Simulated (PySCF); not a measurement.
C2H6Br2Si, singlet, geometry from GFN2-xTB; DF-B3LYP/6-31G** (PySCF).

Input for PySCF:
```python
from pyscf import gto, scf, dft

mol = gto.M(
    atom='''
C     1.341878   -1.926154    0.264325
Si   -0.069693   -0.721441   -0.090572
C    -1.674226   -1.514198   -0.696236
Br    0.619600    0.762732   -1.618393
Br   -0.502855    0.445763    1.770111
H     1.062420   -2.639747    1.034414
H     2.229441   -1.399649    0.607585
H     1.612937   -2.484287   -0.627506
H    -2.438273   -0.762106   -0.878977
H    -2.066648   -2.212361    0.037876
H    -1.516131   -2.056901   -1.624043
''',
    basis='6-31g**',
    charge=0,
    spin=0,
    verbose=4,
    max_memory=1800,
)

mf = dft.RKS(mol)
mf.xc = 'b3lyp'
mf = mf.density_fit(auxbasis='def2-universal-jkfit')
mf.kernel()
```

Output, abridged:

```
PySCF version 2.14.0

[INPUT] verbose = 4
[INPUT] num. atoms = 11
[INPUT] num. electrons = 102
[INPUT] charge = 0
[INPUT] spin (= nelec alpha-beta = 2S) = 0
[INPUT] symmetry False subgroup None
[INPUT] Mole.unit = angstrom
[INPUT] Symbol           X                Y                Z      unit          X                Y                Z       unit  Magmom
[INPUT]  1 C      1.341878000000  -1.926154000000   0.264325000000 AA    2.535781912579  -3.639903533735   0.499501857876 Bohr   0.0
[INPUT]  2 Si    -0.069693000000  -0.721441000000  -0.090572000000 AA   -0.131700682799  -1.363325905032  -0.171156274554 Bohr   0.0
[INPUT]  3 C     -1.674226000000  -1.514198000000  -0.696236000000 AA   -3.163828610626  -2.861419518364  -1.315695358063 Bohr   0.0
[INPUT]  4 Br     0.619600000000   0.762732000000  -1.618393000000 AA    1.170874306781   1.441354586442  -3.058319531913 Bohr   0.0
[INPUT]  5 Br    -0.502855000000   0.445763000000   1.770111000000 AA   -0.950258230368   0.842369986464   3.345025000080 Bohr   0.0
[INPUT]  6 H      1.062420000000  -2.639747000000   1.034414000000 AA    2.007682829260  -4.988398868142   1.954759159416 Bohr   0.0
[INPUT]  7 H      2.229441000000  -1.399649000000   0.607585000000 AA    4.213032900876  -2.644953280521   1.148169247394 Bohr   0.0
[INPUT]  8 H      1.612937000000  -2.484287000000  -0.627506000000 AA    3.048009186178  -4.694622044817  -1.185814481521 Bohr   0.0
[INPUT]  9 H     -2.438273000000  -0.762106000000  -0.878977000000 AA   -4.607668186922  -1.440171617888  -1.661025799792 Bohr   0.0
[INPUT] 10 H     -2.066648000000  -2.212361000000   0.037876000000 AA   -3.905398715880  -4.180756378669   0.071575266694 Bohr   0.0
[INPUT] 11 H     -1.516131000000  -2.056901000000  -1.624043000000 AA   -2.865072358963  -3.886979555344  -3.068996484517 Bohr   0.0

nuclear repulsion = 700.606790551385
number of shells = 62
number of NR pGTOs = 337
number of NR cGTOs = 140
basis = 6-31g**
ecp = {}

******** <class 'pyscf.df.df_jk.DFRKS'> ********
method = DFRKS
initial guess = minao
damping factor = 0
level_shift factor = 0
DIIS = <class 'pyscf.scf.diis.CDIIS'>
diis_start_cycle = 1
diis_space = 8
diis_damp = 0
SCF conv_tol = 1e-09
SCF conv_tol_grad = None
SCF max_cycles = 50
direct_scf = False
XC library pyscf.dft.libxc version 7.1.2
    S. Lehtola, C. Steigemann, M. J. T. Oliveira, and M. A. L. Marques,  SoftwareX 7, 1–5 (2018)
XC functionals = b3lyp
    P. J. Stephens, F. J. Devlin, C. F. Chabalowski, and M. J. Frisch,  J. Phys. Chem. 98, 11623 (1994)
radial grids:
    Treutler-Ahlrichs [JCP 102, 346 (1995); DOI:10.1063/1.469408] (M4) radial grids

becke partition: Becke, JCP 88, 2547 (1988); DOI:10.1063/1.454033
pruning grids: <function nwchem_prune>
grids dens level: 3
symmetrized grids: False
atomic radii adjust function: <function treutler_atomic_radii_adjust>
small_rho_cutoff = 0
Set gradient conv threshold to 3.16228e-05
Initial guess from minao.
tot grids = 147112
******** <class 'pyscf.df.df.DF'> ********
auxbasis = def2-universal-jkfit
init E= -5515.30671034199
  HOMO = -0.327453440833687  LUMO = -0.0449833049325372  gap/eV = 7.68640
cycle= 1 E= -5517.13030264586  delta_E= -1.82  |g|= 0.509  |ddm|= 2.98
  HOMO = -0.265521153229  LUMO = -0.0115662623347141  gap/eV = 6.91046
cycle= 2 E= -5517.11176385584  delta_E= 0.0185  |g|= 0.559  |ddm|= 1.13
  HOMO = -0.280223204911432  LUMO = 0.00135687729090783  gap/eV = 7.66218
cycle= 3 E= -5517.19986616242  delta_E= -0.0881  |g|= 0.0513  |ddm|= 0.612
  HOMO = -0.28775612410306  LUMO = -0.00609116466301263  gap/eV = 7.66449
cycle= 4 E= -5517.20040736069  delta_E= -0.000541  |g|= 0.0116  |ddm|= 0.0681
  HOMO = -0.286951306266617  LUMO = -0.00410589322206167  gap/eV = 7.69662
cycle= 5 E= -5517.20043966509  delta_E= -3.23e-05  |g|= 0.00544  |ddm|= 0.0225
  HOMO = -0.286727540238021  LUMO = -0.00436804004719615  gap/eV = 7.68339
cycle= 6 E= -5517.20044831208  delta_E= -8.65e-06  |g|= 0.00147  |ddm|= 0.0087
  HOMO = -0.286919819514406  LUMO = -0.00444812588631471  gap/eV = 7.68645
cycle= 7 E= -5517.20044881358  delta_E= -5.01e-07  |g|= 0.000115  |ddm|= 0.00219
  HOMO = -0.286909100446826  LUMO = -0.00444936641466498  gap/eV = 7.68612
cycle= 8 E= -5517.20044881706  delta_E= -3.49e-09  |g|= 1.87e-05  |ddm|= 0.000175
  HOMO = -0.286911043746216  LUMO = -0.00445021398276868  gap/eV = 7.68615
cycle= 9 E= -5517.20044881716  delta_E= -9.55e-11  |g|= 4.05e-06  |ddm|= 2.87e-05
  HOMO = -0.286910510297205  LUMO = -0.00444976191034741  gap/eV = 7.68615
Extra cycle  E= -5517.20044881715  delta_E= 7.28e-12  |g|= 3.61e-06  |ddm|= 1.11e-05
converged SCF energy = -5517.20044881715
```
